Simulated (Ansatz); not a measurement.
Cost and result up the ladder for Mg₅H₁₀ (15 atoms). Charge 0, multiplicity 1. Geometry: r2SCAN-D4/def2-SVP.

```xyz
15

Mg   -2.121   -1.976   -1.275
Mg    0.418    0.499   -1.987
Mg    1.981   -0.305    0.367
Mg    0.730    1.930    1.967
Mg   -0.750   -0.557    1.192
H    -3.150   -3.109   -2.019
H     0.640    3.616    2.206
H     0.120    1.763   -3.098
H    -0.492    0.600    2.558
H     0.815   -1.564    1.014
H    -2.185   -1.364    0.497
H     0.230    0.796    0.086
H    -0.666   -1.002   -1.754
H     2.314    0.894    1.662
H     2.114   -0.220   -1.414
```

Ansatz on 4 threads of Arm Neoverse V1 on a shared host. Times are rough, and most runs start from the orbitals of an earlier one. ωB97X-V/def2-TZVP serves as the yardstick here, not as an exact answer. Differences are given only for rows in sets of like size (and for xTB, whose basis is part of the method), since another set adds its own error. Binding counts from free atoms at the same level (Mg singlet, H doublet; other spins of the atoms weren't run), without zero-point energy or a counterpoise term.

Correlated methods freeze 5 core orbitals; core or outer-core shells of Mg are correlated, in sets that lack core-valence functions. The rows differ in basis, and correlated rows in double-zeta sets carry the largest basis error. Another isomer (singlet) lies 0.20 eV lower at PBE0-D4/def2-TZVP; other spin states weren't run for this one.

Correlated methods converge slowly with the basis, most of all in double-zeta sets.

| level | functions | wall time | binding energy per atom (eV) | difference from ωB97X-V/def2-TZVP (eV) |
| --- | --- | --- | --- | --- |
| HF/STO-3G | 55 | 0.2 s | 2.89 | – |
| PBE-D4/def2-SVP | 140 | 2.1 s | 1.86 | – |
| PBE0-D4/def2-SVP | 140 | 2.5 s | 1.88 | – |
| HF/def2-TZVP | 220 | 2.8 s | 1.50 | -0.48 |
| revPBE-D4/def2-TZVP | 220 | 3 s | 1.89 | -0.08 |
| PBE-D4/def2-TZVP (with forces) | 220 | 3.6 s | 1.88 | -0.10 |
| MP2/def2-TZVP | 220 | 3.7 s | 1.77 | -0.20 |
| PBE0-D4/def2-TZVP | 220 | 4.9 s | 1.90 | -0.08 |
| r2SCAN-D4/def2-TZVP | 220 | 7 s | 1.99 | 0.02 |
| ωB97X-V/def2-TZVP | 220 | 14 s | 1.98 | 0.00 |
| CCSD(T)/def2-SVP | 140 | 66 s | 1.82 | – |
